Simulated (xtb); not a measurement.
C₃H₃N₂ (SMILES [c]1c[nH]cn1), doublet, from a rough starting geometry; GFN2-xTB run with xtb.

The xtb input:
```
$ xtb mol.xyz --gfn 2 --uhf 1 --opt vtight --json

# file mol.xyz
8

C      0.62078226    -1.33849119     0.03151744
C      1.05839014    -0.11410803     0.00580384
N      0.08251008     0.75428355     0.00016582
C     -1.06550051    -0.09736701    -0.02496356
N     -0.79323665    -1.34620543    -0.02446086
H      2.09134403     0.27308898     0.06225365
H      0.07302807     1.72363965     0.08821156
H     -2.09589771     0.28680233    -0.02838113
```

Output, abridged:

```
   ID    Z sym.   atoms
    1    6 C      1, 2, 4
    2    7 N      3, 5
    3    1 H      6-8

           -------------------------------------------------
          |                Calculation Setup                |
           -------------------------------------------------

           -------------------------------------------------
          |                 G F N 2 - x T B                 |
           -------------------------------------------------

          ...................................................
          :                      SETUP                      :
          :.................................................:
          :  # basis functions                  23          :
          :  # atomic orbitals                  23          :
          :  # shells                           13          :
          :  # electrons                        25          :
          :  max. iterations                   250          :
          :  Hamiltonian                  GFN2-xTB          :
          :  restarted?                      false          :
          :  GBSA solvation                  false          :
          :  PC potential                    false          :
          :  electronic temp.          300.0000000     K    :
          :  accuracy                    1.0000000          :
          :  -> integral cutoff          0.2500000E+02      :
          :  -> integral neglect         0.1000000E-07      :
          :  -> SCF convergence          0.1000000E-05 Eh   :
          :  -> wf. convergence          0.1000000E-03 e    :
          :  Broyden damping             0.4000000          :
          :  net charge                          0          :
          :  unpaired electrons                  1          :
          ...................................................

 iter      E             dE          RMSdq      gap      omega  full diag
   1    -13.7931831 -0.137932E+02  0.465E+00    4.63       0.0  T
   2    -13.8563211 -0.631380E-01  0.340E+00    3.12       1.0  T
   3    -13.8738925 -0.175714E-01  0.198E+00    3.73       1.0  T
   4    -13.8731688  0.723636E-03  0.695E-01    3.52       1.0  T
   5    -13.8750933 -0.192446E-02  0.138E-01    3.66       1.0  T
   6    -13.8751108 -0.174990E-04  0.737E-02    3.59       1.0  T
   7    -13.8751479 -0.370846E-04  0.296E-02    3.62       1.2  T
   8    -13.8751502 -0.230545E-05  0.992E-03    3.63       3.6  T
   9    -13.8751507 -0.499203E-06  0.224E-03    3.62      15.8  T
  10    -13.8751507 -0.236323E-07  0.929E-04    3.62      38.1  T
  11    -13.8751507 -0.120462E-09  0.304E-04    3.62     116.5  T

   *** convergence criteria satisfied after 11 iterations ***

         :::::::::::::::::::::::::::::::::::::::::::::::::::::
         ::                     SUMMARY                     ::
         :::::::::::::::::::::::::::::::::::::::::::::::::::::
         :: total energy             -13.658807017523 Eh    ::
         :: gradient norm              0.184522816998 Eh/a0 ::
         :: HOMO-LUMO gap              3.624267461388 eV    ::
         ::.................................................::
         :: SCC energy               -13.875150226070 Eh    ::
         :: -> isotropic ES            0.010912164779 Eh    ::
         :: -> anisotropic ES          0.003973924486 Eh    ::
         :: -> anisotropic XC          0.010285854632 Eh    ::
         :: -> dispersion             -0.004304165072 Eh    ::
         :: repulsion energy           0.216343208547 Eh    ::
         :: add. restraining           0.000000000000 Eh    ::
         :: total charge              -0.000000000000 e     ::
         :::::::::::::::::::::::::::::::::::::::::::::::::::::

      -----------------------------------------------------------
     |                   =====================                   |
     |                        A N C O P T                        |
     |                   =====================                   |
     |               Approximate Normal Coordinate               |
     |                Rational Function Optimizer                |
      -----------------------------------------------------------
      -----------------------------------------------------------
     |                   =====================                   |
     |                        A N C O P T                        |
     |                   =====================                   |
     |               Approximate Normal Coordinate               |
     |                Rational Function Optimizer                |
      -----------------------------------------------------------

          ...................................................
          :                      SETUP                      :
          :.................................................:
          :   optimization level         verytight          :
          :   max. optcycles                   200          :
          :   ANC micro-cycles                  20          :
          :   degrees of freedom                18          :
          :.................................................:
          :   RF solver                   davidson          :
          :   write xtbopt.log                true          :
          :   linear?                        false          :
          :   energy convergence         0.1000000E-06 Eh   :
          :   grad. convergence          0.2000000E-03 Eh/α :
          :   maxmium RF displ.          1.0000000          :
          :   Hlow (freq-cutoff)         0.1000000E-01      :
          :   Hmax (freq-cutoff)         5.0000000          :
          :   S6 in model hess.         20.0000000          :
          ...................................................

generating ANC from exact Hessian ...
Using Lindh-Hessian (1995)
 Shifting diagonal of input Hessian by    0.0000000000000000
 Lowest  eigenvalues of input Hessian
    0.000000    0.000000    0.000000    0.000000    0.000000    0.000000
[...]
 * total energy  :   -13.6588070 Eh     change       -0.4586607E-09 Eh
 * total energy  :   -13.6736725 Eh     change       -0.1486544E-01 Eh
 * total energy  :   -13.6785071 Eh     change       -0.4834681E-02 Eh
 * total energy  :   -13.6787437 Eh     change       -0.2365919E-03 Eh
 * total energy  :   -13.6788269 Eh     change       -0.8317447E-04 Eh
 * total energy  :   -13.6788448 Eh     change       -0.1794069E-04 Eh
 * total energy  :   -13.6788544 Eh     change       -0.9601370E-05 Eh
 * total energy  :   -13.6788563 Eh     change       -0.1866026E-05 Eh
 * total energy  :   -13.6788567 Eh     change       -0.3445392E-06 Eh
 * total energy  :   -13.6788567 Eh     change       -0.4605356E-07 Eh
   *** GEOMETRY OPTIMIZATION CONVERGED AFTER 10 ITERATIONS ***
[...]
   2    -13.8802826 -0.181721E-11  0.228E-05    3.40    1548.8  T
   3    -13.8802826 -0.168932E-11  0.138E-05    3.40    2566.9  T

   *** convergence criteria satisfied after 3 iterations ***

         :::::::::::::::::::::::::::::::::::::::::::::::::::::
         ::                     SUMMARY                     ::
         :::::::::::::::::::::::::::::::::::::::::::::::::::::
         :: total energy             -13.678856705575 Eh    ::
         :: gradient norm              0.000071402621 Eh/a0 ::
         :: HOMO-LUMO gap              3.397537236725 eV    ::
         ::.................................................::
         :: SCC energy               -13.880282116995 Eh    ::
         :: -> isotropic ES            0.010761514113 Eh    ::
         :: -> anisotropic ES          0.004025458157 Eh    ::
         :: -> anisotropic XC          0.010012236531 Eh    ::
         :: -> dispersion             -0.004331613313 Eh    ::
         :: repulsion energy           0.201425411420 Eh    ::
         :: add. restraining           0.000000000000 Eh    ::
         :: total charge               0.000000000000 e     ::
         :::::::::::::::::::::::::::::::::::::::::::::::::::::

           -------------------------------------------------
          |                Property Printout                |
           -------------------------------------------------

    * Orbital Energies and Occupations

         #    Occupation            Energy/Eh            Energy/eV
      -------------------------------------------------------------
         1        2.0000           -0.6916233             -18.8200
         2        2.0000           -0.6417443             -17.4628
         3        2.0000           -0.6330939             -17.2274
         4        2.0000           -0.5811374             -15.8136
         5        2.0000           -0.5714201             -15.5491
         6        2.0000           -0.5547121             -15.0945
         7        2.0000           -0.5366336             -14.6025
         8        2.0000           -0.4949317             -13.4678
         9        2.0000           -0.4875026             -13.2656
        10        2.0000           -0.4365940             -11.8803
        11        2.0000           -0.3946545             -10.7391
        12        2.0000           -0.3898041             -10.6071
        13        1.0000           -0.3372145              -9.1761 (HOMO)
        14                         -0.2123573              -5.7785 (LUMO)
        15                         -0.1579120              -4.2970
        16                          0.0210740               0.5735
        17                          0.1375288               3.7424
        18                          0.1648621               4.4861
        19                          0.2039628               5.5501
        20                          0.2643110               7.1923
        21                          0.4519997              12.2995
        22                          0.5032623              13.6945
        23                          0.6007468              16.3472
      -------------------------------------------------------------
                  HL-Gap            0.1248572 Eh            3.3975 eV
             Fermi-level           -0.3191463 Eh           -8.6844 eV

     #   Z          covCN         q      C6AA      α(0)
     1   6 C        2.284    -0.014    30.138     8.906
     2   6 C        3.020    -0.009    28.213     8.713
     3   7 N        2.835    -0.099    23.173     7.150
     4   6 C        3.175     0.088    25.660     8.273
     5   7 N        1.923    -0.211    26.427     7.622
     6   1 H        0.927     0.039     2.464     2.455
     7   1 H        0.860     0.162     1.319     1.799
     8   1 H        0.926     0.043     2.409     2.427

 Mol. C6AA /au·bohr⁶  :        903.476898
 Mol. C8AA /au·bohr⁸  :      21543.830725
 Mol. α(0) /au        :         47.344521

Wiberg/Mayer (AO) data.
largest (>0.10) Wiberg bond orders for each atom

 ---------------------------------------------------------------------------
     #   Z sym  total        # sym  WBO       # sym  WBO       # sym  WBO
 ---------------------------------------------------------------------------
     1   6 C    3.272 --     2 C    1.604     5 N    1.485
     2   6 C    3.928 --     1 C    1.604     3 N    1.175     6 H    0.972
                             4 C    0.140
     3   7 N    3.584 --     4 C    1.268     2 C    1.175     7 H    0.942
                             5 N    0.117
     4   6 C    3.951 --     5 N    1.493     3 N    1.268     8 H    0.962
                             2 C    0.140
     5   7 N    3.153 --     4 C    1.493     1 C    1.485     3 N    0.117
     6   1 H    0.998 --     2 C    0.972
     7   1 H    0.974 --     3 N    0.942
     8   1 H    0.998 --     4 C    0.962
 ---------------------------------------------------------------------------

Topologies differ in total number of bonds
Writing topology from bond orders to xtbtopo.mol

molecular dipole:
                 x           y           z       tot (Debye)
 q only:        0.076       0.998       0.021
   full:        0.185       1.606       0.036       4.109
molecular quadrupole (traceless):
                xx          xy          yy          xz          yz          zz
 q only:        1.112      -1.007      -0.444       0.022       0.022      -0.668
  q+dip:        1.876      -1.333      -0.520       0.051       0.051      -1.355
   full:        1.365      -1.832      -1.110       0.007       0.007      -0.254

optimized geometry written to: xtbopt.xyz

           -------------------------------------------------
          | TOTAL ENERGY              -13.678856705575 Eh   |
          | GRADIENT NORM               0.000071402621 Eh/α |
          | HOMO-LUMO GAP               3.397537236725 eV   |
           -------------------------------------------------
```
